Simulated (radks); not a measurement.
Species: Lu67+. Configuration: [He] 2s2 (the NIST ground configuration).

Method: Dirac Kohn-Sham, PBE, spin-unpolarised, spherical densities, finite nucleus; Fermi nuclear charge, rms radius 5.37 fm; computed with a radial shooting solver on a logarithmic mesh with Libxc functionals.

Energy parts (eV):
part                      energy
total                 -182086.17
kinetic                213891.20
electron-nucleus      -399343.24
Hartree                  5143.12
exchange-correlation    -1777.24

Orbitals (lengths in bohr, moments of r in powers of bohr; r(90%) holds 90 % of the orbital's charge):
| orbital | occ. | eigenvalue (eV) | r(90%) |
|---|---|---|---|
| 1s1/2 | 2 | -71187.44 | 0.0349 |
| 2s1/2 | 2 | -17526.12 | 0.120 |

The highest occupied level is 2s1/2 at -17526.1 eV. The density falls to 0.001 e/bohr^3 at r = 0.30 bohr. For comparison, the ionisation energy in NIST's Atomic Spectra Database is 17610 eV (theoretical). In exact Kohn-Sham theory the highest level is minus the ionisation energy, but local and semilocal functionals leave it too shallow, through self-interaction and a potential that decays too fast; potentials with the right tail come closer. Summed over all electrons, <r^2> = 0.01532 bohr^2, which gives a Langevin (diamagnetic) susceptibility term of -0.0121 x 10^-6 cm^3/mol. The electron density at the nucleus is 1.083e+06 e/bohr^3.
